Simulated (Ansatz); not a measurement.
System: AlBr$_{2}$ (charge +1, singlet). SMILES of the parent species: [Br][Al][Br]
Geometry from a B3LYP-D3(BJ)/def2-TZVP (Ansatz, an electronic-structure program) optimisation:
```
Al
Br 1 2.1564
Br 1 2.1564 2 180.00
```
Charge +1, spin multiplicity 1.

Q: Give the harmonic wavenumbers at B3LYP-D3(BJ)/def2-TZVP (Ansatz, finite differences of forces, unscaled).

A: 112, 112, 252, 660 cm⁻¹. Zero-point energy 1.6 kcal/mol.

Q: From these and the geometry, give the ideal-gas thermochemistry at 298.15 K and 1 atm (rigid rotor, harmonic oscillator).

A: Point group D∞h, rotational symmetry number 2. Rotational constants 0.6801, 0.6801 GHz. S(trans) 41.58, S(rot) 18.73, S(vib) 8.56, S(elec, spin only) 0.00, S 68.9 cal/(mol K). H(298) - H(0) 3.35 kcal/mol; G - E(el) -15.6 kcal/mol.
